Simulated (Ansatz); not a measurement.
BeF₂, charge +1, doublet, at a GFN2-xTB geometry (such geometries of metal compounds can be far from the true shape) (a state made from the parent by changing its charge; the spin is typed, not shown lowest); PBE0-D3BJATM/pcseg-1 (Ansatz, an electronic-structure program).

Here is a job for Ansatz.
Ansatz 0.2 input:
```yaml
crystal:
  periodic: [false, false, false]
  atoms:
    - {symbol: Be, position_ang: [0.00000000, 0.00000000, 0.00000000]}
    - {symbol: F, position_ang: [-0.00000000, -0.00000000, -1.40271250]}
    - {symbol: F, position_ang: [0.00000000, 0.00000000, 1.40271250]}
basis:
  gaussian:
    orbitals: pcseg-1.json
hamiltonian:
  xc: pbe0
  dispersion: d3bjatm
total_charge: 1
magnetization: {spin_polarized: true, initial_magnetization: 1}
```
The basis file holds pcseg-1 in the JSON format of the Basis Set Exchange.

Q: Predict the main parts of the log of this Ansatz run.

A: 
```
Functional definition: PBE0
375 factors; integrals over basis functions are off by at most 3.8e-4 eV
mean field evaluation 1: about -5809.4675 eV, gradient 4.9e1 eV
mean field evaluation 2: about -5802.6512 eV, gradient 6.9e1 eV
mean field evaluation 4: about -5816.9914 eV, gradient 2.8e-1 eV
mean field evaluation 8: about -5817.0692 eV, gradient 1.6e-2 eV
mean field evaluation 16: about -5816.6728 eV, gradient 3.5e0 eV
mean field -5817.06918999 eV, -213.7733497810 hartree, gradient 3.1e-5 eV, S^2 0.762705; 1 other end points of the search recorded, 0 dependent functions left out
reference -5817.06921213 eV, -213.7733505946 hartree; 11, 10 occupied and 26, 27 virtual orbitals, 375 factors
Total energy: -5817.08447614 eV, -213.7739115367 hartree
```
